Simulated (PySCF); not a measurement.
`C1[C@]2(C#C)[C@H]([C@@H]1O)C2`, C7H8O

Geometry (Å), atoms numbered from 1 in this order:
```xyz
16

C     2.788    1.080   -0.778
C     1.797    0.499   -0.433
C     0.605   -0.141   -0.016
C    -0.211    0.278    1.212
C    -1.516   -0.003    0.422
O    -2.354    1.097    0.227
C    -0.675   -0.426   -0.787
C     0.231   -1.547   -0.395
H     3.665    1.571   -1.077
H    -0.045   -0.321    2.106
H    -0.102    1.332    1.459
H    -2.158   -0.786    0.835
H    -1.839    1.812   -0.166
H    -0.928   -0.203   -1.811
H     0.808   -1.997   -1.189
H    -0.074   -2.238    0.379
```

Level of theory: PySCF 2.14.0, TDDFT LC-wPBE/def2-SVPD circular dichroism and optical rotation, one conformer, gas phase. Geometry: GFN2-xTB.

The molecule is flexible and this is one conformer; a measurement averages over conformers.

**Question.** Draw the ECD and absorption spectra from the lowest 12 states, each a Gaussian of half-width 0.3 eV at 1/e height.

**Answer.** 
```csv
E (eV),λ (nm),Δε (L mol⁻¹ cm⁻¹),ε (L mol⁻¹ cm⁻¹)
5.74,216,-0.17,9.18
5.89,210,-0.68,38.6
6.04,205,-1.74,105
6.19,200,-2.86,218
6.34,196,-3.53,463
6.49,191,-4.24,975
6.64,187,-4.85,1570
6.79,183,-4.04,1690
6.94,179,-2.39,1200
7.09,175,-2.89,676
7.24,171,-8.77,735
7.39,168,-18.75,1560
7.54,164,-22.24,2540
7.69,161,-12.60,2710
7.84,158,-0.78,2310
7.99,155,+2.31,3200
8.14,152,-4.55,7440
8.29,150,-23.41,15200
8.44,147,-46.23,22600
8.59,144,-48.58,23600
8.74,142,-26.82,18000
```
Δε uses R in velocity form, ε uses f in length form. Only the states computed contribute, so the short-wavelength end is incomplete.
